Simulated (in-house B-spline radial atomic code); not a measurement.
Computed with a B-spline radial atomic code. Model: two electrons, singlet ground state, non-relativistic, full CI in B-splines with partial waves to l = 8 (at full coupling up to 3e-4 hartree above the limit, correlation up to 0.6 % small), density held at that of full coupling by Lieb maximisation.

Along the adiabatic connection the electron repulsion is scaled by a coupling λ while a local potential keeps the density fixed. At λ = 0 the system is the Kohn-Sham one and W equals the exchange energy; the exchange-correlation energy is the area under W between 0 and 1. The kinetic energy rises with λ as the electrons avoid each other, with dT/dλ = −λ dW/dλ.

Command:
```bash
python run_ac.py task.json out
```
Settings (lengths in bohr, energies in hartree):
```
potential              yukawa
strength               1.61
lmax                   8
second                 0.0771
```

Run time, properties included: 30 s on 1 thread of Intel(R) Xeon(R) Processor @ 2.30GHz, on a shared host.

**W = mean repulsion less Hartree energy, and W of three functionals.**

Given: confinement screened point charge; nuclear charge 1.61; screening of the nucleus 0.0771 1/bohr; external potential -Z exp(-k r)/r.

Computed: LDA exchange minus exact 105.05 millihartree; PBE exchange minus exact 4.9801 millihartree.

```
coupling  W xc (hartree)  W xc minus exchange (millihartree)  kinetic minus Kohn-Sham (millihartree)  LDA (PW92) W minus its exchange (millihartree)  PBE W minus its exchange (millihartree)  SCAN W minus its exchange (millihartree)
       0        -0.77543                                   0                                       0                                               0                                        0                                         0
    0.02         -0.7774                              -1.966                                    0.02                                          -11.17                                     -1.7                                     -1.81
    0.05         -0.7803                              -4.871                                    0.12                                          -22.57                                    -4.29                                     -4.43
    0.12        -0.78688                             -11.451                                    0.68                                          -42.54                                   -10.35                                    -10.29
    0.25        -0.79841                              -22.98                                     2.8                                          -69.83                                    -21.3                                    -20.38
     0.4         -0.8107                             -35.266                                    6.78                                          -93.96                                   -33.25                                    -31.01
     0.6        -0.82558                             -50.153                                    14.2                                         -119.57                                   -47.98                                    -43.83
     0.8               ?                                   ?                                       ?                                               ?                                        ?                                         ?
       1               ?                                   ?                                       ?                                               ?                                        ?                                         ?
     1.4        -0.87209                             -96.657                                    59.5                                         -187.76                                    -95.4                                    -84.31
       2        -0.89735                             -121.92                                  102.12                                         -221.55                                  -122.24                                   -107.09
       3         -0.9282                             -152.77                                  178.32                                         -262.21                                  -156.62                                   -136.12
     4.5        -0.95899                             -183.56                                  292.03                                         -303.73                                  -193.44                                   -166.74
       7        -0.98994                             -214.51                                  466.44                                         -348.08                                  -234.09                                   -199.14
```

Problem. What belongs in the row 0.8?

Solution. W xc (hartree): -0.83898; W xc minus exchange (millihartree): -63.55; kinetic minus Kohn-Sham (millihartree): 23.55; LDA (PW92) W minus its exchange (millihartree): -140.56; PBE W minus its exchange (millihartree): -61.43; SCAN W minus its exchange (millihartree): -55.38.

Problem. What belongs in the row 1?

Solution. W xc (hartree): -0.85109; W xc minus exchange (millihartree): -75.66; kinetic minus Kohn-Sham (millihartree): 34.43; LDA (PW92) W minus its exchange (millihartree): -158.42; PBE W minus its exchange (millihartree): -73.72; SCAN W minus its exchange (millihartree): -65.88.

Problem. What is the SCAN exchange minus exact?

Solution. -6.0033 millihartree.

**Energy parts, natural occupations and partial-wave weights.**

Computed: total energy -1.5018 hartree; exchange energy -0.77543 hartree; correlation energy -0.041227 hartree; kinetic part of the DFT correlation energy 0.034433 hartree; initial slope twice GL2 -0.098881 hartree; kinetic part over minus potential part 0.4551; Kohn-Sham kinetic 1.6933 hartree.

| natural | occupation of the shell (electrons) |
| --- | --- |
| s | 1.973 |
| s | 0.01433 |
| p | ? |
| d | 0.00043928 |
| p | 0.00034376 |
| s | 0.00019695 |

Problem. What belongs in the row p?

Solution. occupation of the shell (electrons): 0.011545.

```
wave      weight
   s     0.99375
   p           ?
   d  0.00024494
   f  3.2353e-05
   g  7.2846e-06
```

Problem. What belongs in the row p?

Solution. weight: 0.00596.

Problem. What is the Hartree energy?

Solution. 1.5509 hartree.

Problem. What is the Lieb Oxford ratio E_xc over LDA exchange?

Solution. 1.2182.

Half-way to full coupling W has made 56 % of its drop, against 50 % for a straight line, and second-order (GL2) theory, half the initial slope, overshoots the correlation energy by about 20 %: a moderate bend, as in light atoms. Over couplings 0 to 1 the errors in E_xc come to about +46 millihartree for LDA, +6.8 millihartree for PBE, -0.9 millihartree for SCAN, so SCAN is nearest. In LDA and SCAN the errors of exchange and correlation have opposite signs, so the sum is smaller than the larger of the two.
